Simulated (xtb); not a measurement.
A run for xtb: GFN1-xTB on CH6AlN (SMILES C[NH][AlH2]), a point of a torsion scan.

```
$ xtb mol.xyz --gfn 1 --sp --chrg 0 --uhf 0
9

C     -1.29852115     0.26506035     0.22068514
N     -0.06334722    -0.49332074     0.02460924
Al     1.64702639    -0.01933069    -0.15133678
H     -2.00296256     0.10166310    -0.60091619
H     -1.05445519     1.32602632     0.25794312
H     -1.79131911    -0.00865395     1.15880228
H     -0.27967840    -1.48846609    -0.01195437
H      2.71416776    -1.11276464    -0.34825073
H      2.12307299     1.44827111    -0.11635896
```

Program output:

```
[...]
           -------------------------------------------------
          |                Calculation Setup                |
           -------------------------------------------------



           -------------------------------------------------
          |                 G F N 1 - x T B                 |
           -------------------------------------------------

        Reference                      10.1021/acs.jctc.7b00118
      * Hamiltonian:
        H0-scaling (s, p, d)           1.850000    2.250000    2.000000
        zeta-weighting                 0.000000
      * Dispersion:
        s8                             2.400000
        a1                             0.630000
        a2                             5.000000
        s9                             0.000000
      * Repulsion:
        kExp                           1.500000
        rExp                           1.000000
      * Coulomb:
        alpha                          2.000000
        third order                    atomic
        anisotropic                    false
      * Halogen bond correction:
        rad-scale                      1.300000
        damping                        0.440000


          ...................................................
          :                      SETUP                      :
          :.................................................:
          :  # basis functions                  30          :
          :  # atomic orbitals                  29          :
          :  # shells                           19          :
          :  # electrons                        18          :
          :  # halogen bonds                     0          :
          :  max. iterations                   250          :
          :  Hamiltonian                  GFN1-xTB          :
          :  restarted?                      false          :
          :  GBSA solvation                  false          :
          :  PC potential                    false          :
          :  electronic temp.          300.0000000     K    :
          :  accuracy                    1.0000000          :
          :  -> integral cutoff          0.2500000E+02      :
          :  -> integral neglect         0.1000000E-07      :
          :  -> SCF convergence          0.1000000E-05 Eh   :
          :  -> wf. convergence          0.2000000E-04 e    :
          :  Broyden damping             0.4000000          :
          :  net charge                          0          :
          :  unpaired electrons                  0          :
          ...................................................

 iter      E             dE          RMSdq      gap      omega  full diag
   1     -9.8904327 -0.989043E+01  0.638E+00    4.07       0.0  T
   2     -9.9139459 -0.235132E-01  0.386E+00    4.93       1.0  T
   3     -9.9140821 -0.136140E-03  0.672E-01    4.76       1.0  T
   4     -9.9151644 -0.108232E-02  0.143E-01    4.91       1.0  T
   5     -9.9152004 -0.360157E-04  0.737E-03    4.87       4.5  T
   6     -9.9152008 -0.349505E-06  0.280E-03    4.87      11.9  T
   7     -9.9152008 -0.266151E-07  0.832E-04    4.87      40.1  T
   8     -9.9152008 -0.164949E-08  0.785E-05    4.87     424.7  T
   9     -9.9152008 -0.602718E-11  0.329E-05    4.87    1013.9  T

   *** convergence criteria satisfied after 9 iterations ***

         #    Occupation            Energy/Eh            Energy/eV
      -------------------------------------------------------------
         1        2.0000           -0.7231141             -19.6769
       ...           ...                  ...                  ...
         3        2.0000           -0.5405329             -14.7086
         4        2.0000           -0.5217276             -14.1969
         5        2.0000           -0.5189401             -14.1211
         6        2.0000           -0.4925755             -13.4037
         7        2.0000           -0.4435614             -12.0699
         8        2.0000           -0.4400850             -11.9753
         9        2.0000           -0.3726493             -10.1403 (HOMO)
        10                         -0.1936941              -5.2707 (LUMO)
        11                         -0.1351619              -3.6779
        12                         -0.1136521              -3.0926
        13                         -0.1023978              -2.7864
        14                         -0.0876092              -2.3840
       ...                                ...                  ...
        29                          1.1426914              31.0942
      -------------------------------------------------------------
                  HL-Gap            0.1789552 Eh            4.8696 eV
             Fermi-level           -0.2831717 Eh           -7.7055 eV

 SCC (total)                   0 d,  0 h,  0 min,  0.008 sec
 SCC setup                      ...        0 min,  0.000 sec (  1.351%)
 Dispersion                     ...        0 min,  0.000 sec (  0.593%)
 classical contributions        ...        0 min,  0.000 sec (  0.258%)
 integral evaluation            ...        0 min,  0.002 sec ( 26.480%)
 iterations                     ...        0 min,  0.002 sec ( 23.865%)
 molecular gradient             ...        0 min,  0.003 sec ( 45.122%)
 printout                       ...        0 min,  0.000 sec (  2.192%)

         :::::::::::::::::::::::::::::::::::::::::::::::::::::
         ::                     SUMMARY                     ::
         :::::::::::::::::::::::::::::::::::::::::::::::::::::
         :: total energy              -9.821415895034 Eh    ::
         :: gradient norm              0.018317988907 Eh/a0 ::
         :: HOMO-LUMO gap              4.869618883426 eV    ::
         ::.................................................::
         :: SCC energy                -9.915200779320 Eh    ::
         :: -> electrostatic           0.027024687300 Eh    ::
         :: repulsion energy           0.095810752156 Eh    ::
         :: dispersion energy         -0.002025867870 Eh    ::
         :: halogen bond corr.         0.000000000000 Eh    ::
         :: add. restraining           0.000000000000 Eh    ::
         :: total charge               0.000000000000 e     ::
         :::::::::::::::::::::::::::::::::::::::::::::::::::::

           -------------------------------------------------
          |                Property Printout                |
           -------------------------------------------------

    * Orbital Energies and Occupations

         #    Occupation            Energy/Eh            Energy/eV
      -------------------------------------------------------------
         1        2.0000           -0.7231141             -19.6769
         2        2.0000           -0.6138975             -16.7050
         3        2.0000           -0.5405329             -14.7086
         4        2.0000           -0.5217276             -14.1969
         5        2.0000           -0.5189401             -14.1211
         6        2.0000           -0.4925755             -13.4037
         7        2.0000           -0.4435614             -12.0699
         8        2.0000           -0.4400850             -11.9753
         9        2.0000           -0.3726493             -10.1403 (HOMO)
        10                         -0.1936941              -5.2707 (LUMO)
        11                         -0.1351619              -3.6779
        12                         -0.1136521              -3.0926
        13                         -0.1023978              -2.7864
        14                         -0.0876092              -2.3840
        15                         -0.0805033              -2.1906
        16                         -0.0626761              -1.7055
        17                         -0.0473262              -1.2878
Note: The following floating-point exceptions are signalling: IEEE_DENORMAL
normal termination of xtb
        18                         -0.0355620              -0.9677
        19                         -0.0020644              -0.0562
        20                          0.0245448               0.6679
       ...                                ...                  ...
        29                          1.1426914              31.0942
      -------------------------------------------------------------
                  HL-Gap            0.1789552 Eh            4.8696 eV
             Fermi-level           -0.2831717 Eh           -7.7055 eV

  Mulliken/CM5 charges         n(s)   n(p)   n(d)
     1C     0.08012 -0.00923   0.972  2.948  0.000
     2N    -0.50978 -0.83643   1.445  4.065  0.000
     3Al    0.43074  0.30504   1.216  1.146  0.207
     4H     0.01156  0.07091   0.988  0.000  0.000
     5H     0.02590  0.08858   0.974  0.000  0.000
     6H     0.01157  0.07092   0.988  0.000  0.000
     7H     0.19942  0.39262   0.801  0.000  0.000
     8H    -0.12588 -0.04195   1.126  0.000  0.000
     9H    -0.12365 -0.04046   1.124  0.000  0.000

Wiberg/Mayer (AO) data.
largest (>0.10) Wiberg bond orders for each atom

 ---------------------------------------------------------------------------
     #   Z sym  total        # sym  WBO       # sym  WBO       # sym  WBO
 ---------------------------------------------------------------------------
     1   6 C    3.984 --     6 H    0.982     4 H    0.982     2 N    0.972
                             5 H    0.971
     2   7 N    3.092 --     3 Al   1.110     1 C    0.972     7 H    0.911
     3  13 Al   2.981 --     2 N    1.110     8 H    0.873     9 H    0.870
     4   1 H    1.012 --     1 C    0.982
     5   1 H    1.004 --     1 C    0.971
     6   1 H    1.012 --     1 C    0.982
     7   1 H    0.963 --     2 N    0.911
     8   1 H    0.985 --     3 Al   0.873
     9   1 H    0.985 --     3 Al   0.870
 ---------------------------------------------------------------------------

Topologies differ in total number of bonds
Writing topology from bond orders to xtbtopo.mol

 dipole moment from electron density (au)
     X       Y       Z
  -0.4489  -0.2810   0.0361  total (Debye):    1.349


           -------------------------------------------------
          | TOTAL ENERGY               -9.821415895034 Eh   |
          | GRADIENT NORM               0.018317988907 Eh/α |
          | HOMO-LUMO GAP               4.869618883426 eV   |
           -------------------------------------------------

------------------------------------------------------------------------
------------------------------------------------------------------------
 total:
 SCF:
```

The run finished.

Cost: about 0.03 core-seconds (a rough figure).
